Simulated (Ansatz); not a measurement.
`F[SiH2]C[SiH2]Cl` and `FCC[SiH2]Cl` differ in one atom or group.

Ansatz, PBE0-D4/def2-TZVP geometries, multiplicity 1. Each molecule was computed in one conformer, which needn't be the lowest.

```csv
property,`F[SiH2]C[SiH2]Cl`
HOMO–LUMO gap (PBE0/def2-TZVPP) / eV,8.33
HOMO–LUMO gap (B3LYP/def2-TZVPP) / eV,7.88
LUMO energy (B3LYP/def2-TZVPP) / eV,-0.75
HOMO–LUMO gap (PBE/def2-TZVPP) / eV,6.11
LUMO energy (PBE/def2-TZVPP) / eV,-1.43
LUMO energy (ωB97M-V/def2-TZVPP) / eV,1.21
```

Give the same properties after the change, and the shifts. (Best estimate.)

The calculation gave: 
```
                             property  `FCC[SiH2]Cl`  shift
 HOMO–LUMO gap (PBE0/def2-TZVPP) / eV           8.98   0.65
HOMO–LUMO gap (B3LYP/def2-TZVPP) / eV           8.54   0.66
  LUMO energy (B3LYP/def2-TZVPP) / eV           0.05   0.80
  HOMO–LUMO gap (PBE/def2-TZVPP) / eV           6.73   0.62
    LUMO energy (PBE/def2-TZVPP) / eV          -0.63   0.80
LUMO energy (ωB97M-V/def2-TZVPP) / eV           2.02   0.81
```

With PBE0 the HOMO rises by 0.18 eV and the LUMO rises by 0.83 eV, so the gap widens by about 0.65 eV. PBE moves the HOMO by 0.18 eV and ωB97M-V by 0.16 eV.

B3LYP here is the variant with VWN-RPA as its local correlation; programs differ in this.
